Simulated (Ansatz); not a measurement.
# Ligand exchange: GaH(CH3)F + NaSH → GaH(CH3)(SH) + NaF

Species: GaH(CH3)F, singlet; NaSH `[Na][SH]`, singlet; GaH(CH3)(SH), singlet; NaF, singlet. The partners trade F for SH: Ga–F and Na–SH bonds give way to Ga–SH and Na–F.

Shapes, held fixed at every level: PBE0-D4/def2-TZVP. Flexible molecules stand in one conformer, not always the lowest. Programs: Ansatz 0.2.0. Electronic energies: no zero-point or thermal term.

Q: Estimate ΔE of this reaction.

A: The highest level, CCSD(T)/def2-TZVPP, gives ΔE = +0.3 kJ/mol; the levels span -4.4 to +2.0. That is about zero within the method's error. They disagree on the sign: 3 of 7 are positive. The column of differences is taken from that level and isn't an error. No measured value is set beside it here. Relativity is left out for Ga unless named. Correlated rows may include outer-core shells of Ga, Na, which these sets cover unevenly.

| level | kind | ΔE (kJ/mol) | less CCSD(T)/def2-TZVPP |
| --- | --- | --- | --- |
| r2SCAN-D4/def2-TZVPP | meta-GGA | -2.7 | -3.0 |
| BHLYP-D4/def2-TZVPP | global hybrid | +1.1 | +0.8 |
| PBE0-D4/def2-TZVPP | global hybrid | -4.0 | -4.3 |
| wB97X-V/def2-TZVPP | range-separated hybrid | -1.4 | -1.7 |
| MP2/def2-TZVPP | perturbation theory | -4.4 | -4.7 |
| CCSD/def2-TZVPP | coupled cluster or CI | +2.0 | +1.7 |
| CCSD(T)/def2-TZVPP | coupled cluster or CI | +0.3 | 0.0 |
